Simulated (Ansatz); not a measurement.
Consider the formal exchange of groups at a C–Se bond: `C=C([SeH])[SiH2]F` + `CCl` → `C=C(CCl)[SiH2]F` + H₂Se.

Gas-phase electronic energies from Ansatz, PBE0-D4/def2-TZVP geometries. CBS: MP2 limit from def2 TZ/QZ plus the TZ coupled-cluster correction, frozen cores. This one scheme is used for every species. DFT in def2-TZVPP. B3LYP here is the variant with VWN-RPA as its local correlation; programs differ in this. For Se outer-core shells are correlated without core-valence functions, which leaves a few kJ/mol of doubt a bond. Scalar relativity is left out up to krypton. One conformer a species, not always the lowest.

```tsv
level	ΔE (kcal/mol)	difference from CCSD(T)/CBS
PBE-D4	0.3	0.9
r2SCAN-D4	-0.2	0.4
PBE0-D4	-0.6	0.0
B3LYP-D4	-0.4	0.2
ωB97X-V	-1.5	-0.9
ωB97M-V	-1.5	-0.9
B2PLYP	0.0	0.6
PBE	0.7	1.3
r2SCAN	0.0	0.6
PBE0	-0.2	0.4
B3LYP	0.1	0.7
HF/def2-TZVPP	-1.6	-1.0
MP2/def2-TZVPP	0.2	0.8
SCS-MP2/def2-TZVPP	0.0	0.6
CCSD/def2-TZVPP	-1.0	-0.4
CCSD(T)/def2-TZVPP	-0.7	-0.1
HF/def2-QZVPP	-1.5	-0.9
MP2/def2-QZVPP	0.3	0.9
SCS-MP2/def2-QZVPP	0.1	0.7
HF/CBS(def2)	-1.5	-0.9
MP2/CBS(def2)	0.3	0.9
CCSD/CBS(def2)	-0.9	-0.3
CCSD(T)/CBS	-0.6	0
```

Largest T1 diagnostic among the species: 0.011.

In def2-TZVPP, CCSD(T) changes the Hartree–Fock value by +1.0 kcal/mol (the triples alone add +0.3 kcal/mol) and MP2 by +1.8 kcal/mol. From PBE to PBE0 (25 % exact exchange), in def2-TZVPP and without D4, ΔE moves by −0.9 kcal/mol.
